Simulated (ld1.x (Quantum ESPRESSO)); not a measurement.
Before and after: TM potential for rubidium

```
Element                 : Rb
Generator               : ld1.x (Quantum ESPRESSO) 7.5
Type                    : norm-conserving Troullier–Martins (Kleinman–Bylander form)
Functional              : LDA (PZ)
Relativity              : scalar-relativistic
Frozen core             : [Ar] 3d10
Valence charge          : 9
Reference configuration : 4s2 4p6 4d1 5s0 5p0
Partial waves           : 4p (bound): rc 1.75 bohr; 4d (bound): rc 4.20 bohr; 4s (bound): rc 2.25 bohr
Local potential         : the s channel
Core correction         : Bessel-smoothed model core, default radius (core density twice the valence density)
```

All-electron outer shells of the reference configuration (LDA (PZ), scalar-relativistic, ld1.x):

| shell | level (eV) | outermost node (bohr) | outermost maximum (bohr) |
| --- | --- | --- | --- |
| 3p | -225.68 | 0.19 | 0.44 |
| 3d | -105.37 | – | 0.39 |
| 4s | -33.08 | 0.62 | 1.25 |
| 4p | -17.14 | 0.64 | 1.42 |
| 5s | -2.95 | 1.78 | 4.06 |
| 5p | -1.32 | 2.19 | 6.21 |
| 4d | -0.63 | 0.70 | 5.76 |

Change: all radii but the core radius scaled by about 1.37 (s 3.08, p 2.40, d 5.76 bohr).

Cutoffs: the cutoffs (Ry, on a coarse ladder) from which the occupation-weighted sum of valence levels, in a spherical-Bessel basis at the reference potential, stays within 10 and 1 mRy of its value at 400 Ry; they do not see the model core or the augmentation charge, which bear on the density cutoff. Errors are all-electron minus pseudo energies relative to the spin-unpolarised reference configuration.

Task: Predict the effect on cutoff, ghosts and configuration errors.

Result: The potential gets softer (30 Ry and 60 Ry → 15 Ry and 25 Ry); of the 9 tests that both files solve, the error grows in 9 and shrinks in 0 by more than 15 % and 0.3 meV (median size 183.1 → 529.2 meV); neither file shows a bound ghost. A larger radius leaves more room for a smooth pseudo-wave, so fewer plane waves are needed. More of the atom is replaced by a form fitted at one configuration, so other configurations suffer.

| quantity | base | changed |
| --- | --- | --- |
| cutoff, loose | 30 Ry | 15 Ry |
| cutoff, tight | 60 Ry | 25 Ry |
| loose cutoff by channel (10 mRy a level) | p 21 Ry, d 6 Ry, s 15 Ry | p 12 Ry, d 6 Ry, s 6 Ry |
| bound ghosts | none | none |
| error for 4s2 4p6 4d0 5s1 5p0, meV [ΔE -2.32 eV] | +271 | +792 |
| error for 4s2 4p6 4d0 5s0 5p0, meV [ΔE 1.96 eV] | +2.3 | +15 |
| error for 4s2 4p6 4d0 5s0.5 5p0, meV [ΔE -0.66 eV] | +183 | +529 |
| error for 4s2 4p5 4d0 5s1 5p0, meV [ΔE 18.92 eV] | +815 | +2051 |
| error for 4s2 4p6 4d0 5s0 5p1, meV [ΔE -0.70 eV] | +41 | +129 |
| error for 4s2 4p6 4d0.5 5s0.5 5p0, meV [ΔE -1.16 eV] | +152 | +455 |
| error for 4s1 4p6 4d0 5s1 5p0, meV [ΔE 35.52 eV] | +854 | +2131 |
| error for 4s2 4p6 4d1 5s0 5p0 (spin-polarised), meV [ΔE -0.06 eV] | +0.7 | +3.2 |
| error for 4s2 4p6 4d0 5s1 5p0 (spin-polarised), meV [ΔE -2.44 eV] | +271 | +791 |
